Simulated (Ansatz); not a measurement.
## Strength of the C–Ga bond: GaH(CH3)F → CH3 + GaHF

Species: GaH(CH3)F, singlet; CH3 (methyl radical) `[CH3]`, doublet; GaHF `[F][GaH]`, doublet. 

Shapes, held fixed at every level: PBE0-D4/def2-TZVP. Programs: Ansatz 0.2.0. Electronic energies: no zero-point or thermal term.

```tsv
level	kind	ΔE (kJ/mol)	less CCSD(T)/def2-TZVPP
HF/def2-SVP	Hartree–Fock	+232.3	-104.6
SPW92/def2-TZVPP	LDA	+385.1	+48.2
PBE-D4/def2-TZVPP	GGA	+326.0	-10.9
PBE0-D4/def2-TZVPP	global hybrid	+326.4	-10.5
r2SCAN0-D4/def2-TZVPP	global hybrid	+310.3	-26.6
MP2/def2-TZVPP	perturbation theory	+350.1	+13.2
CCSD/def2-TZVPP	coupled cluster or CI	+328.9	-8.0
CCSD(T)/def2-TZVPP	coupled cluster or CI	+336.9	0.0
```

The highest level, CCSD(T)/def2-TZVPP, gives ΔE = +336.9 kJ/mol; the levels span +232.3 to +385.1. The column of differences is taken from that level and isn't an error. Hartree–Fock misses the correlation of the pair that is broken and comes out low. No measured value is set beside it here. Open shells run unrestricted unless RO is named. Relativity is left out for Ga unless named. Correlated rows may include outer-core shells of Ga, which these sets cover unevenly.
